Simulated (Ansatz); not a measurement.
Cost and result for the atomization energy of C4H6O2S (`O=S1(=O)CC=CC1`) (13 atoms, 13 bonds).

```
atom   x (Å)   y (Å)   z (Å)
  O1   0.580  -0.518   2.322
  S2   0.743  -0.587   0.897
  O3   1.810  -1.362   0.327
  C4   0.798   1.067   0.183
  C5  -0.210   1.020  -0.914
  C6  -1.005  -0.045  -0.953
  C7  -0.800  -1.076   0.104
  H8   0.553   1.787   0.967
  H9   1.819   1.242  -0.163
 H10  -0.270   1.826  -1.636
 H11  -1.768  -0.183  -1.710
 H12  -0.664  -2.087  -0.285
 H13  -1.587  -1.083   0.861
```

Total charge 0; spin multiplicity 1. The structure was optimised at the PBE0-D4/def2-TZVP level. Program: Ansatz. All runs use 2 threads of an AMD EPYC 7R13 on a shared host and a share of an NVIDIA H100 80 GB. Times are those of one run each, without the atoms' runs, and a repeat can differ threefold. Electronic energies, without spin–orbit coupling; frozen cores. CCSD(T)/CBS adds CCSD(T) − MP2 in def2-TZVPP to the MP2 limit, and its time is that of the two runs behind it. T1 = 0.015. HSE06 is the plane-wave form, built on full-range PBE exchange.

CCSD(T)/CBS is a level of theory with its own doubt, some kJ/mol a heavy atom from the limit and from the frozen cores, so smaller differences don't rank the functionals.

```tsv
level	functions	wall time
CCSD(T)/def2-SVP	132	3 s
B97M-V/def2-TZVPP	312	4.4 s
PBE0-D4/def2-TZVPP	312	4.7 s
PBE-D4/def2-TZVPP (with forces)	312	5.5 s
revPBE-D4/def2-TZVPP	312	6 s
B2PLYP/def2-TZVPP	312	6 s
MP2/def2-QZVPP	592	6 s
PBE-QIDH/def2-TZVPP	312	6.5 s
HSE06-D4/def2-TZVPP	312	7 s
CAM-B3LYP-D4/def2-TZVPP	312	7 s
ωB97M-V/def2-TZVPP (with forces)	312	9.5 s
CCSD(T)/def2-TZVPP	312	11 s
CCSD(T)/CBS(def2)	–	17 s
```

**Question.** What atomization energy does each give, and how far from CCSD(T)/CBS? (Best estimate.)

**Answer.** Computed: 
```csv
level,atomization (kcal/mol),difference from CCSD(T)/CBS,per bond
CCSD(T)/def2-SVP,1172.9,-110.5,-8.5
B97M-V/def2-TZVPP,1288.7,5.3,0.4
PBE0-D4/def2-TZVPP,1298.2,14.8,1.1
PBE-D4/def2-TZVPP (with forces),1334.7,51.3,3.9
revPBE-D4/def2-TZVPP,1297.1,13.7,1.0
B2PLYP/def2-TZVPP,1266.7,-16.7,-1.3
MP2/def2-QZVPP,1309.1,25.7,2.0
PBE-QIDH/def2-TZVPP,1282.4,-1.0,-0.1
HSE06-D4/def2-TZVPP,1299.4,16.0,1.2
CAM-B3LYP-D4/def2-TZVPP,1283.9,0.5,0.0
ωB97M-V/def2-TZVPP (with forces),1287.0,3.6,0.3
CCSD(T)/def2-TZVPP,1242.4,-41.0,-3.2
CCSD(T)/CBS(def2),1283.4,0.0,0.0
```

From r2SCAN to r2SCAN0 (25 % exact exchange), in def2-TZVPP and without D4, the atomization energy moves by −30.0 kcal/mol: exact exchange takes away binding that semilocal exchange gives to molecules. At CCSD(T), def2-SVP lies −110.6 kcal/mol from the extrapolated value and def2-TZVPP −41.1 kcal/mol: correlation converges slowly with the basis, and small sets miss more of it in the bonded molecule than in its fragments. The D4 term adds +13.9 kcal/mol with B3LYP and +7.3 kcal/mol with PBE0; it sums over pairs of atoms, weighted by their polarisabilities, and B3LYP, whose exchange is more repulsive, gets the larger term.

B3LYP here is the variant with VWN-RPA as its local correlation; programs differ in this.
